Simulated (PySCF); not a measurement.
PySCF input:

```python
from pyscf import gto, scf, dft

mol = gto.M(
    atom='''
    B    -0.18160485    0.04370785   -0.03515311
    F    -0.39392446    1.29114953   -0.24090304
    F    -0.97782706   -0.96100242   -0.02462587
    O     1.22471934   -0.29476005    0.23706800
    H     1.93393679    0.37835662    0.25821817
    H     1.52209645   -1.21013946    0.41076358
    ''',
    basis='def2-tzvpd',
    charge=1,
    spin=0,
    verbose=4,
)

mf = scf.RHF(mol).density_fit(auxbasis='def2-universal-jkfit')
mf.conv_tol = 1e-9
mf.max_cycle = 100
mf.max_memory = 1500
mf.kernel()
if not mf.converged:
    mf = mf.newton()
    mf.kernel(mf.make_rdm1())
mf.analyze()
```

Question: Which total energy does the run end on?

Answer: -299.59477 Eh (HF/def2-TZVPD).

It need not be the lowest isomer of its formula.
